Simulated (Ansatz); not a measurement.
Reaction (substitution at a C–O bond): `COBCl` + `[OH][Al]([OH])[Cl]` → `C[O][Al]([OH])[Cl]` + `OBCl`

Isolated molecules relaxed with PBE0-D4/def2-TZVP in Ansatz; ΔE leaves out vibrations. CCSD(T)/CBS is the MP2 limit (def2-TZVPP, def2-QZVPP) plus CCSD(T) − MP2 in def2-TZVPP, frozen cores. This one scheme is used for every species. DFT in def2-TZVPP. One conformer a species, not always the lowest.

Q: Is it downhill or uphill in electronic energy at CCSD(T)/CBS, and by how much? (Best estimate.)

A: Ansatz gave: Uphill: ΔE = +0.06 eV.

Q: What do these levels give: r2SCAN-D4, CAM-B3LYP-D4, PBE-QIDH, r2SCAN, r2SCANh, HF/CBS(def2)? (Estimate.)

A: The calculation gave: r2SCAN-D4 0.05, CAM-B3LYP-D4 0.05, PBE-QIDH 0.05, r2SCAN 0.05, r2SCANh 0.05, HF/CBS(def2) 0.03 eV.

Largest T1 diagnostic among the species: 0.012.

At CCSD(T), def2-SVP lies −0.09 eV from the extrapolated value and def2-TZVPP −0.00 eV. Leaving LDA and LC-ωPBE aside and taking each functional with its dispersion term where it has one, the values, not all of them listed here, spread over 0.03 eV, from BHLYP-D4 to B2PLYP.
